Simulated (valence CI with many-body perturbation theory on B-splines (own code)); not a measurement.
The numbers below are computed, except where a source is named.
Ta59+: what each term of the Hamiltonian does

Method: configuration interaction combined with many-body perturbation theory (CI+MBPT): four valence electrons over a frozen Dirac-Fock core [Ne], radial functions for each j: 11 s, 11 p, 9 d, 7 f, 5 g, 2 h, 1 i, with the one-electron correlation potential Σ1, the two-electron term Σ2, the three-electron term Σ3, Breit, model QED; selected CI, second order for the rest (own B-spline code, finite nucleus).

The last digits are not significant, and no measured levels were compared; by estimate large intervals hold to a few tenths of a per cent, small ones and those within an open d or f shell to about a per cent.

Each rung adds one term. CI alone is the Dirac-Coulomb CI over the frozen core; QED comes last and gives the full result, which names the levels. Energies are above (3s^2 3p1/2^2) J=0 on the same rung, in eV.

Levels are named by their leading jj configuration (3d3/2^4 stands for four electrons in 3d with j = 3/2), which in mixed levels can hold well under half, so a name can repeat and another be missing. Letters in brackets count levels of one name in rising energy.

| Level | CI alone |
| --- | --- |
| (3s^2 3p1/2 3p3/2) J=1 | 328.8 |
| (3s^2 3p1/2 3p3/2) J=2 | 338.5 |
| (3s 3p1/2^2 3p3/2) J=2 | 495.0 |
| (3s 3p1/2^2 3p3/2) J=1 | 522.4 |
| (3s^2 3p1/2 3d3/2) J=2 | 548.0 |
| (3s^2 3p1/2 3d3/2) J=1 | 591.0 |
| (3s^2 3p1/2 3d5/2) J=2 | 644.9 |
| (3s^2 3p1/2 3d5/2) J=3 | 646.6 |
| (3s^2 3p3/2^2) J=2 | 674.0 |
| (3s^2 3p3/2^2) J=0 | 693.7 |
| (3s 3p1/2^2 3d3/2) J=1 | 717.4 |
| (3s 3p1/2^2 3d3/2) J=2 | 725.0 |
| (3s 3p1/2^2 3d5/2) J=3 | 810.3 |
| (3s 3p1/2 3p3/2^2) J=2 [a] | 815.4 |
| (3s 3p1/2^2 3d5/2) J=2 | 823.8 |
| (3s 3p1/2 3p3/2^2) J=3 | 834.4 |

Problem. What do these energies become with core correlation, Breit and QED?

Solution. (3s^2 3p1/2 3p3/2) J=1 325.4 (-3.43); (3s^2 3p1/2 3p3/2) J=2 334.6 (-3.96); (3s 3p1/2^2 3p3/2) J=2 490.3 (-4.63); (3s 3p1/2^2 3p3/2) J=1 517.7 (-4.75); (3s^2 3p1/2 3d3/2) J=2 541.8 (-6.17); (3s^2 3p1/2 3d3/2) J=1 584.6 (-6.34); (3s^2 3p1/2 3d5/2) J=2 637.1 (-7.74); (3s^2 3p1/2 3d5/2) J=3 638.2 (-8.38); (3s^2 3p3/2^2) J=2 666.9 (-7.09); (3s^2 3p3/2^2) J=0 687.0 (-6.67); (3s 3p1/2^2 3d3/2) J=1 710.9 (-6.48); (3s 3p1/2^2 3d3/2) J=2 718.1 (-6.90); (3s 3p1/2^2 3d5/2) J=3 801.3 (-9.02); (3s 3p1/2 3p3/2^2) J=2 [a] 807.6 (-7.74); (3s 3p1/2^2 3d5/2) J=2 815.0 (-8.81); (3s 3p1/2 3p3/2^2) J=3 825.6 (-8.74).

Problem. How does the ionisation energy move along the ladder, and which term matters most?

Solution. CI alone 6375.1, + Σ1 6376.2, + Σ2 6376.4, + Σ3 6376.1, + Breit 6366.5, + QED 6366.4 eV. The largest step is Breit, -9.6 eV. NIST lists 6364 ± 7 eV (theoretical).
